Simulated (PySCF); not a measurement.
Species: C₅H₇NS₂.
Atom-mapped SMILES: `[N:1]#[C:2][C@@H:3]1[CH2:4][CH2:5][S:6][CH2:7][S:8]1` (hydrogens: H9 on C3; H10, H11 on C4; H12, H13 on C5; H14, H15 on C7)

Computed geometry: GFN2-xTB, gas phase.

Some entries are withheld.

| coordinate | value |
| --- | --- |
| N1≡C2 | 1.144 Å |
| C2–C3 | ? |
| C3–C4 | 1.532 Å |
| C4–C5 | ? |
| C5–S6 | ? |
| S6–C7 | 1.811 Å |
| C7–S8 | 1.814 Å |
| C3–S8 | 1.848 Å |
| C3–H9 | 1.094 Å |
| C4–H10 | 1.092 Å |
| C4–H11 | 1.094 Å |
| C5–H12 | 1.092 Å |
| C5–H13 | 1.089 Å |
| C7–H14 | 1.089 Å |
| C7–H15 | 1.087 Å |
| N1–C2–C3 | 177.1° |
| C2–C3–C4 | 112.4° |
| C2–C3–S8 | ? |
| C4–C3–S8 | 112.2° |
| C3–C4–C5 | ? |
| C4–C5–S6 | 112.3° |
| C5–S6–C7 | ? |
| S6–C7–S8 | 113.0° |
| C3–S8–C7 | 98.1° |

Q: Estimate the withheld lengths and angles.

A: 
- C2–C3 = 1.438 Å, drawn single (nitrile carbon to sp3 carbon bound to sulfur); 0.01 Å below the sum of covalent radii, 1.45 Å.
- C4–C5 = 1.523 Å, drawn single (ring CH2 carbon to sp3 carbon bound to sulfur); equal to the sum of covalent radii, 1.52 Å.
- C5–S6 = 1.824 Å, drawn single (sp3 carbon bound to sulfur to sulfide sulfur); 0.01 Å above the sum of covalent radii, 1.81 Å.
- C2–C3–S8 = 107.9°, at the sp3 carbon bound to sulfur; the outer atoms are 2.668 Å apart.
- C3–C4–C5 = 113.1°, at the ring CH2 carbon, inside a 6-membered ring; the outer atoms are 2.549 Å apart.
- C5–S6–C7 = 97.5°, at the sulfide sulfur, inside a 6-membered ring; the outer atoms are 2.733 Å apart.

Radii are Cordero's, carbon taken as 0.76, 0.73 or 0.69 Å for four, three, and two or fewer neighbours.

No GFN2-xTB frequencies stand behind this structure, so it isn't proved a minimum. The numbers are those of one conformer (C2–C3–C4–C5 -54°, C3–C4–C5–S6 -70°, C4–C5–S6–C7 63°, C5–S6–C7–S8 -64°).
